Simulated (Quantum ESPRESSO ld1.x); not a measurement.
Values are calculated unless marked as measured or tabulated.
Q: These are the eigenvalues of the occupied orbitals of an atom or ion with whole-number occupations (Ry). Code: ld1.x of Quantum ESPRESSO 7.5. Model: scalar-relativistic Kohn-Sham, revPBE, spin-unpolarised, spherical densities, point nucleus.

orbital  eigenvalue
1s         -1606.68
2s         -341.718
2p         -322.401

Which element is it, and in what charge state? The configuration may be excited.

A: Z = 42, molybdenum, charge +33: Mo33+ in [He] 2s2 2p5. The list shows which subshells hold electrons but not how many an open one holds; the 1s level, -803.34 hartree, gives Z - s = 40.1 by -(Z - s)^2/2, which with screening and relativity narrows Z to a few neighbours, and the depths of the outer levels then fix element, charge and occupations together.
